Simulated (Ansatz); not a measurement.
Reaction (redistribution): `CO[SiH](C)[SeH]` + `N=C[SiH3]` → `CO[SiH](C)[SiH3]` + `N=C[SeH]`

Isolated molecules relaxed with PBE0-D4/def2-TZVP in Ansatz; ΔE leaves out vibrations. CCSD(T)/CBS is the MP2 limit (def2-TZVPP, def2-QZVPP) plus CCSD(T) − MP2 in def2-TZVPP, frozen cores. DFT in def2-TZVPP. B3LYP here is the variant with VWN-RPA as its local correlation; programs differ in this. For Se outer-core shells are correlated without core-valence functions, which leaves a few kJ/mol of doubt a bond. Scalar relativity is left out up to krypton. One conformer a species, not always the lowest.

```tsv
level	ΔE (kJ/mol)
B3LYP-D4	84.5
ωB97M-V	96.5
PBE	71.1
MP2/def2-TZVPP	96.0
```

Problem. What does CCSD(T)/CBS give? (Best estimate.)

Solution. Computed: +96.6 kJ/mol. The listed levels differ from it by -12.1, -0.1, -25.5, -0.6 kJ/mol.

Largest T1 diagnostic among the species: 0.012.

From PBE to PBE0 (25 % exact exchange), in def2-TZVPP and without D4, ΔE moves by +9.2 kJ/mol. In def2-TZVPP, CCSD(T) changes the Hartree–Fock value by −12.9 kJ/mol (the triples alone add −2.1 kJ/mol) and MP2 by −7.2 kJ/mol.
